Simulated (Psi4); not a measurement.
Which level was it?

InNH3Cl: 6 atoms, total charge 0, spin state singlet. As SMILES, `[NH2][InH][Cl]`. The coordinates come from a PBE0-D4/def2-TZVP relaxation.

```xyz
6

N    -1.0208    0.1881   -0.5041
In    0.7921    0.1486    0.3279
Cl    0.9908   -1.7710    1.6492
H    -1.2194    0.7614   -1.3082
H    -1.5582   -0.6645   -0.5268
H     2.0575    1.2734    0.3158
```

A calculation with Psi4 1.11 gave:

The total energy is -706.5646 Eh and the dipole moment is 3.18 D. The HOMO energy is -7.21 eV and the LUMO energy is -1.71 eV. The HOMO–LUMO gap is 5.50 eV.

Question: Which of these levels gave the numbers?
A. TPSSh/def2-SVPD (core potential)
B. HF/3-21G
C. HF/STO-3G
D. HSE06/def2-SVPD (core potential)

Answer: D. The others give -6227.9872 Eh (HF/3-21G), -6193.0437 Eh (HF/STO-3G), -706.7082 Eh (TPSSh/def2-SVPD (core potential)).
